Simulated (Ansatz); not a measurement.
Geometry optimisation, RHF/def2-SVP in Ansatz 0.2.0.

Input file:

```yaml
crystal:
  periodic: [false, false, false]
  atoms:
    - { symbol: Ti, position_ang: [0.0, 0.0, 0.0] }
    - { symbol: "N", position_ang: [0.0, 0.0, 2.41] }
    - { symbol: H, position_ang: [-0.877, -0.2713, 2.94] }
    - { symbol: H, position_ang: [0.877, 0.2713, 2.94] }
    - { symbol: "N", position_ang: [1.9426, 0.0, -0.686] }
    - { symbol: H, position_ang: [2.4408, -0.918, -0.8667] }
    - { symbol: H, position_ang: [2.4438, 0.918, -0.8582] }
    - { symbol: Cl, position_ang: [-1.1163, 1.9339, -0.7892] }
    - { symbol: O, position_ang: [-0.9043, -1.5667, -0.6394] }
    - { symbol: H, position_ang: [-1.359, -2.0324, 0.133] }
    - { symbol: O, position_ang: [0.8322, 1.9354, 0.7] }
    - { symbol: H, position_ang: [1.6233, 1.7635, 1.304] }
    - { symbol: H, position_ang: [0.5284, 1.2288, 1.9025] }
basis:
  gaussian: { orbitals: def2-SVP }
hamiltonian:
  xc: hf
relax:
  f_tol: 0.15
  max_steps: 25
  restrain:
    - { distance: [0, 10], at: 3.12, k: 30.0 }
    - { distance: [12, 1], at: 2.26, k: 30.0 }
    - { distance: [0, 1], at: 2.06, k: 30.0 }
    - { distance: [12, 10], at: 1.01, k: 30.0 }
```

Command:

```bash
$ ansatz run input.yaml --threads 4 --pin off --max-ram 5120MiB --backend cpu --events-out ev --progress --plain --runs-dir out
```

Question: Where does it end, and by what steps?

Answer: The run converged. The restraints hold the end off the free minimum. After 14 steps the energy has fallen by 5.961 eV (the restraints' own energy left out); H12 moved furthest, 1.08 Å. Parted: Ti1–O11, Ti1–H13. Joined: O11–H13.

```tsv
step	energy less start (eV)	largest force component (eV/Å)	accepted
0	0.0000	5.759	yes
1	-0.9679	6.000	yes
2	-2.1121	4.905	yes
3	-3.3555	4.545	yes
4	-4.7411	2.947	yes
5	-5.4554	1.996	yes
6	-5.7173	1.732	yes
7	-5.8309	1.741	yes
8	-5.9175	2.080	yes
9	-5.9315	1.588	yes
10	-5.8867	2.095	no
11	-5.9393	1.888	yes
12	-5.9527	1.809	yes
13	-5.9650	1.728	yes
14	-5.9606	1.767	yes
```

```xyz
13
Properties=species:S:1:pos:R:3
Ti -0.096 -0.154 0.093
N -0.100 -0.013 2.089
H -0.958 -0.041 2.612
H 0.639 -0.428 2.629
N 1.630 -0.167 -0.502
H 2.063 -0.870 -1.071
H 2.196 0.655 -0.381
Cl -1.453 1.446 -0.748
O -0.728 -1.707 -0.391
H -1.275 -2.461 -0.257
O 1.447 2.373 1.091
H 2.223 2.621 1.566
H 0.845 2.009 1.761
```

Whether the end is a true minimum wasn't checked by a vibrational analysis.

Run time: 60 s on 4 threads of Arm Neoverse N1, with other jobs on the host, peak memory 0.42 GiB.
